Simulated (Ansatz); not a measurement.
Species: trifluoro(iodo)germane, sum formula GeIF3, net charge 0, singlet state. 
Coordinates optimised at B3LYP-D3(BJ)/def2-TZVP (Ansatz, an electronic-structure program):
```
Ge
F 1 1.7164
F 1 1.7164 2 106.37
F 1 1.7164 2 106.37 3 113.12
I 1 2.4642 2 112.41 4 123.44
```

Basis-set convergence of Hartree-Fock and MP2 correlation energies (hartree) with Ansatz. Cores are frozen in the correlated levels unless marked. Spin-orbit coupling is left out. Frozen are the shells of the preceding noble gas and the d and f shells that filled before the atom's block. In def2 rows, elements after Kr have scalar-relativistic effective core potentials.

| basis | functions | E(HF) | E(corr, MP2) |
|---|---|---|---|
| def2-SVP | 100 | -2669.97493 | -0.74846 |
| def2-TZVPP | 191 | -2670.64584 | -0.99892 |
| def2-QZVPP | 342 | -2670.70421 | -1.10007 |

Extrapolating the two largest sets (X = 3 and 4) as X^-3: E(corr) = (64·(-1.10007) - 27·(-0.99892))/37 = -1.1739 Eh, an estimate of the basis-set limit. The largest set recovers 93.7 % of it, the smallest 63.8 %.
